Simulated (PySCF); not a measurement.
Al(F)(Br)(NH2) (AlBrFH2N), SMILES [NH2][Al]([Br])[F].

The structure is a stationary point at PBE0-D3(BJ)/def2-SVP. The values are those of a single conformer.

Calculation: TDDFT-B3LYP/def2-SVPD in PySCF 2.14.0.

Vertical excitations. Isolated molecule, no solvent. State labels are in the subgroup Cs.

```tsv
state	symmetry	energy (eV)	λ (nm)	f	main pairs
S1	A"	5.51	225	0.020	HOMO→LUMO 99 %
S2	A'	6.25	198	0.028	HOMO−1→LUMO 98 %
S3	A"	6.49	191	0.082	HOMO−2→LUMO 98 %
S4	A'	6.93	179	0.098	HOMO→LUMO+1 93 %
S5	A"	7.11	174	0.000	HOMO−1→LUMO+1 99 %
S6	A"	7.22	172	0.014	HOMO→LUMO+2 96 %
S7	A'	7.60	163	0.020	HOMO−2→LUMO+1 84 %
S8	A"	7.85	158	0.005	HOMO→LUMO+3 89 %
S9	A'	8.05	154	0.180	HOMO−3→LUMO 67 %, HOMO−1→LUMO+2 19 %
S10	A"	8.18	152	0.000	HOMO→LUMO+5 77 %
T1	A"	5.17	240	0	HOMO→LUMO 97 %
T2	A'	5.93	209	0	HOMO→LUMO+1 96 %
T3	A'	6.01	206	0	HOMO−1→LUMO 96 %
T4	A"	6.16	201	0	HOMO−2→LUMO 95 %
```
Triplets are in the Tamm–Dancoff approximation, which puts them higher than full response would, so one can lie above its singlet here.
